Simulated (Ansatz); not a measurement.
CH$_{7}$BGe, SMILES `B[CH2][GeH3]`, one more setting.

```yaml
crystal:
  periodic: [false, false, false]
  atoms:
    - {symbol: B, position_ang: [-0.924239, 0.052751, -1.201551]}
    - {symbol: C, position_ang: [0.528976, 0.032253, -0.736664]}
    - {symbol: Ge, position_ang: [0.342754, -0.065913, 1.245956]}
    - {symbol: H, position_ang: [-1.520836, -0.970930, -1.383452]}
    - {symbol: H, position_ang: [-1.516828, 1.089408, -1.305211]}
    - {symbol: H, position_ang: [1.109597, 0.941420, -0.903626]}
    - {symbol: H, position_ang: [1.110950, -0.856891, -0.987083]}
    - {symbol: H, position_ang: [-0.346190, -1.374739, 1.659480]}
    - {symbol: H, position_ang: [-0.462760, 1.127825, 1.780463]}
    - {symbol: H, position_ang: [1.761577, -0.026286, 1.834590]}
basis:
  gaussian: {orbitals: def2-TZVPD}
hamiltonian: {xc: {name: HF}}
correlation: {method: mp2}
```

```sh
$ ansatz run in.yaml --threads 2 --pin off --events-out ev --progress --plain --max-ram 4352MiB
```

Shortened log:

```
Functional definition: HF
1336 factors; integrals over basis functions are off by at most 1.0e-3 eV
mean field evaluation 1: about -58284.1919 eV, gradient 2.8e1 eV
mean field evaluation 2: about -58284.2167 eV, gradient 2.8e1 eV
mean field evaluation 4: about -58286.6319 eV, gradient 3.4e0 eV
mean field evaluation 8: about -58286.6714 eV, gradient 4.3e-4 eV
mean field -58286.67144895 eV, -2141.9956676240 hartree, gradient 2.8e-6 eV, S^2 0.000000; 0 other end points of the search recorded, 0 dependent functions left out
11 core orbitals not correlated: weight in the atoms' cores, before any rotation towards them, 1.000 or more for the frozen orbitals, at most 0.000 for the correlated occupied ones
reference -58286.67144895 eV, -2141.9956676240 hartree; 14, 14 occupied and 166, 166 virtual orbitals, 1336 factors
second order -14.54136546 eV of doubles, -0.00000000 eV of singles
Total energy: -58301.21281441 eV, -2142.5300529482 hartree
```

Run time 2.6 s (2 threads of an Arm Neoverse V2 on a shared host); peak host memory 0.44 GiB.
